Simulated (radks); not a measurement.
Valence configurations of Mo IV (all share [Kr]). Method: scalar-relativistic Kohn-Sham, PBE, spin-unpolarised, spherical densities, finite nucleus; Fermi nuclear charge, rms radius 4.4091 fm; computed with a radial shooting solver on a logarithmic mesh with Libxc functionals. Energies are relative to 4d3; eigenvalues in eV.

valence          E (eV)    e(4d)    e(5p)    e(5s)
4d3               0.000  -32.906        -        -
4d1 5p2          29.014  -41.518  -24.639        -
4d2 5p1          13.338  -37.202  -22.707        -
4d2 5s1           7.003  -36.270        -  -28.456
4d2.5 5s0.5       3.299  -34.571        -  -27.574
5s1 5p2          40.075        -  -25.957  -33.017
4d0.5 5s0.5 5p2  34.320  -43.244  -25.305  -32.189
5s0.5 5p2.5      43.608        -  -26.188  -33.263
5s1.5 5p1.5      36.549        -  -25.721  -32.765
4d2.5 5p0.5       6.379  -35.046  -21.712        -

NIST lists [Kr] 4d3 as the ground configuration; this level of theory agrees among the configurations tried. The energies are those of spherical spin-averaged densities, not of single terms.
